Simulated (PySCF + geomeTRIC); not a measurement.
Species: [Zn(OH)2] (charge 0, multiplicity 1).

Give a relaxed geometry from PySCF + geomeTRIC with TPSS-D3(BJ)/def2-SVP.

This is not unique; one that fits is the end point of this relaxation, one of several conformers.
Cartesian coordinates (Å) in one orientation:
```xyz
5

Zn    -0.011    -0.041     0.010
O     -0.979     0.168     1.487
H     -1.311     1.081     1.574
O      1.080    -0.330    -1.363
H      0.609    -0.724    -2.120
```
